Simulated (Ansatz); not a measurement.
Reaction (SMILES): CCCC(C)=O → CCC(=O)CC
Each molecule is optimised on its own at B3LYP-D3(BJ)/def2-TZVP (Ansatz, an electronic-structure program), one conformer each, not searched for the lowest.

Wanted: isomerisation energy (electronic energy difference), in kcal/mol. Correlated levels leave the core frozen unless marked. Spin-orbit coupling is left out. Non-relativistic. CBS marks a two-point X^-3 extrapolation of the correlation energy; Hartree-Fock from the larger set.

```
level                                program  isomerisation energy (kcal/mol)
----------------------------  --------------  -------------------------------
PBE-D4/def2-TZVPD             Ansatz + dftd4                             -0.4
BLYP-D3(BJ)/def2-TZVPD        Ansatz + dftd3                              ___
revPBE-D4/def2-TZVPD          Ansatz + dftd4                             -0.5
PBE0/6-31G*                           Ansatz                             -0.7
PBE0-D3(BJ)/def2-TZVPD        Ansatz + dftd3                             -0.4
PBE0-D4/def2-TZVP             Ansatz + dftd4                             -0.6
r2SCAN0/def2-TZVPD                    Ansatz                             -0.5
HSE06-D4/def2-TZVPD           Ansatz + dftd4                             -0.5
LC-wPBE-D4/def2-TZVPD         Ansatz + dftd4                             -0.6
SCS-MP2/6-31G*                        Ansatz                             -0.7
SCS-MP2/cc-pVDZ                       Ansatz                             -0.7
SCS-MP2/cc-pVQZ                       Ansatz                             -0.5
CCSD(T)/CBS(cc-pVTZ,cc-pVQZ)          Ansatz                             -0.5
```

Q: Complete the blanks.

A: 
- BLYP-D3(BJ)/def2-TZVPD, isomerisation energy (kcal/mol): -0.3
